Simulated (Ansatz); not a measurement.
System: BNH2F, charge 0, doublet. BNH2F (SMILES N[B]F, doublet).
B3LYP-D3(BJ)/def2-TZVP minimum from Ansatz (a quantum-chemistry and plane-wave program):
```
N
H 1 1.0044
H 1 1.0119 2 114.53
B 1 1.3859 2 122.64 3 180.00
F 4 1.3284 1 122.77 2 180.00
```
Charge 0, spin multiplicity 2.

Hartree-Fock and CCSD(T) correlation energies in hartree (Ansatz). Open shells are spin-unrestricted; no spin-orbit coupling. Cores are frozen in correlated methods. No relativity.

| basis | X | E(HF) | E(corr, CCSD(T)) |
|---|---|---|---|
| cc-pVTZ | 3 | -179.85295 | -0.56815 |
| cc-pVQZ | 4 | -179.86759 | -0.61008 |
| cc-pV5Z | 5 | -179.87127 | withheld |

Question: Fit E(corr) = E∞ + A/X³ to X = 3 and 4, predict X = 5, and compare with the run.

Answer: A = (-0.56815 - (-0.61008))/(1/27 - 1/64) = 1.9582; E∞ = -0.61008 - A/64 = -0.64068; at X = 5, E∞ + A/125 = -0.62501. The run gave -0.62479, 0.22 mEh above the prediction. The same form on X = 4 and 5 gives E∞ = -0.64022, 0.45 mEh above the first estimate.
